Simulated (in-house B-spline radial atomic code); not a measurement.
Orbital energies and mean radii along the 32-electron series, configuration [Ar] 3d10 4s2 4p2. The effective charge is n√(-2ε), a non-relativistic measure. Computed with a radial B-spline atomic code at the basis-set limit: Dirac-Hartree-Fock, average of the configuration, finite nuclei.

| ion | Z | energy of 4s1/2 (Eh) | mean radius of 4s1/2 (bohr) | energy of 3d3/2 (Eh) | mean radius of 3d3/2 (bohr) | energy of 3p3/2 (Eh) | mean radius of 3p3/2 (bohr) | effective charge of 4s1/2 |
| --- | --- | --- | --- | --- | --- | --- | --- | --- |
| Ge | 32 | -0.57046 | 2.1875 | -1.6188 | 0.72147 | -5.1599 | 0.64968 | 4.2726 |
| As+ | 33 | -1.0255 | 1.9192 | -2.4584 | 0.66651 | -6.2433 | 0.61914 | 5.7284 |
| Se2+ | 34 | -1.5742 | 1.7227 | -3.4538 | 0.62036 | -7.4851 | 0.59096 | 7.0976 |
| Br3+ | 35 | -2.2054 | 1.5708 | -4.5882 | 0.58092 | -8.8676 | 0.56496 | 8.4007 |
| Kr4+ | 36 | -2.9135 | 1.4484 | -5.8532 | 0.5467 | -10.382 | 0.54094 | 9.6557 |
| Rb5+ | 37 | -3.6957 | 1.3468 | -7.2442 | 0.51665 | -12.024 | 0.51875 | 10.875 |
| Sr6+ | 38 | -4.5502 | 1.2605 | -8.758 | 0.48999 | -13.788 | 0.49819 | 12.067 |
| Zr8+ | 40 | -6.4711 | 1.1206 | -12.146 | 0.44464 | -17.681 | 0.4614 | 14.39 |
| Nb9+ | 41 | -7.5363 | 1.0627 | -14.018 | 0.42515 | -19.805 | 0.44489 | 15.529 |
| Mo10+ | 42 | ? | ? | ? | ? | ? | ? | ? |
| Tc11+ | 43 | -9.8742 | 0.96444 | -18.113 | 0.39109 | -24.407 | 0.41507 | 17.776 |
| Ru12+ | 44 | -11.147 | 0.92221 | -20.334 | 0.3761 | -26.882 | 0.40157 | 18.886 |
| Rh13+ | 45 | -12.488 | 0.8837 | -22.672 | 0.36225 | -29.474 | 0.3889 | 19.99 |
| Pd14+ | 46 | -13.898 | 0.8484 | -25.125 | 0.34941 | -32.182 | 0.37698 | 21.089 |
| Ag15+ | 47 | -15.377 | 0.8159 | -27.693 | 0.33748 | -35.006 | 0.36575 | 22.183 |
| Cd16+ | 48 | -16.925 | 0.78586 | -30.377 | 0.32634 | -37.945 | 0.35515 | 23.273 |
| In17+ | 49 | -18.543 | 0.75799 | -33.175 | 0.31593 | -40.999 | 0.34513 | 24.359 |
| Sn18+ | 50 | -20.23 | 0.73205 | -36.089 | 0.30617 | -44.169 | 0.33565 | 25.443 |
| Sb19+ | 51 | ? | ? | ? | ? | ? | ? | ? |
| Te20+ | 52 | ? | ? | ? | ? | ? | ? | ? |
| I21+ | 53 | -25.712 | 0.6639 | -45.519 | 0.28022 | -54.373 | 0.31002 | 28.684 |
| Xe22+ | 54 | -27.68 | 0.64389 | -48.893 | 0.27253 | -58.005 | 0.3023 | 29.762 |

(1) Fill in the row of Mo10+.

(2) Fill in the row of Sb19+.

(3) Fill in the row of Te20+.

(4) How does the screening of 4s1/2 change?

Answers

(1) energy of 4s1/2 (Eh): -8.6708; mean radius of 4s1/2 (bohr): 1.011; energy of 3d3/2 (Eh): -16.007; mean radius of 3d3/2 (bohr): 0.40737; energy of 3p3/2 (Eh): -22.047; mean radius of 3p3/2 (bohr): 0.42948; effective charge of 4s1/2: 16.657.

(2) energy of 4s1/2 (Eh): -21.987; mean radius of 4s1/2 (bohr): 0.70784; energy of 3d3/2 (Eh): -39.117; mean radius of 3d3/2 (bohr): 0.297; energy of 3p3/2 (Eh): -47.455; mean radius of 3p3/2 (bohr): 0.32666; effective charge of 4s1/2: 26.525.

(3) energy of 4s1/2 (Eh): -23.814; mean radius of 4s1/2 (bohr): 0.68517; energy of 3d3/2 (Eh): -42.261; mean radius of 3d3/2 (bohr): 0.28837; energy of 3p3/2 (Eh): -50.856; mean radius of 3p3/2 (bohr): 0.31813; effective charge of 4s1/2: 27.605.

(4) Z less the effective charge goes from 27.73 at Z = 32 to 24.24 at Z = 54.
